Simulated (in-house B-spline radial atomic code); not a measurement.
The outermost shell (largest non-relativistic mean radius) with and without relativity; Dirac values are averaged over j. Computed with an all-electron radial atomic-structure program (B-spline basis): non-relativistic Hartree-Fock and Dirac-Hartree-Fock, averages of the configuration (point nuclei without relativity, finite nuclei with it).

```tsv
ion	configuration	outermost shell	radius non-relativistic (bohr)	radius Dirac (bohr)	radius change (%)	level non-relativistic (eV)	level Dirac (eV)	spin-orbit splitting (eV)
V2+	[Ar] 3d3	3d	1.2906	1.2968	0.48548	-28.990	-28.803	0.0617
Cr2+	[Ar] 3d4	3d	1.1989	1.2046	0.4716	-30.989	-30.785	0.08841
Mn2+	[Ar] 3d5	3d	1.1216	1.1268	0.46312	-32.906	-32.683	0.12193
Fe2+	[Ar] 3d6	?	?	?	?	?	?	?
Co2+	[Ar] 3d7	?	?	?	?	?	?	?
Ni2+	[Ar] 3d8	3d	0.94582	0.95012	0.45466	-38.322	-38.031	0.27476
Cu2+	[Ar] 3d9	3d	0.90013	0.90423	0.45498	-40.046	-39.73	0.34743
Zn2+	[Ar] 3d10	3d	0.85906	0.86298	0.45624	-41.740	-41.398	0.43339
Ga2+	[Ar] 3d10 4s1	?	?	?	?	?	?	?
Ge2+	[Ar] 3d10 4s2	4s	2.0287	1.9996	-1.4349	-31.963	-32.457	-
```

Problem. Fill in the row of Fe2+.

Solution. outermost shell: 3d; radius non-relativistic (bohr): 1.0551; radius Dirac (bohr): 1.0599; radius change (%): 0.45814; level non-relativistic (eV): -34.760; level Dirac (eV): -34.516; spin-orbit splitting (eV): 0.16335.

Problem. Fill in the row of Co2+.

Solution. outermost shell: 3d; radius non-relativistic (bohr): 0.99706; radius Dirac (bohr): 1.0016; radius change (%): 0.45555; level non-relativistic (eV): -36.562; level Dirac (eV): -36.295; spin-orbit splitting (eV): 0.21386.

Problem. Fill in the row of Ga2+.

Solution. outermost shell: 4s; radius non-relativistic (bohr): 2.1787; radius Dirac (bohr): 2.1471; radius change (%): -1.4497; level non-relativistic (eV): -29.269; level Dirac (eV): -29.728.

Problem. Which member changes most?

Solution. Gallium (Ga2+): its 4s shell contracts by 1.4 %.
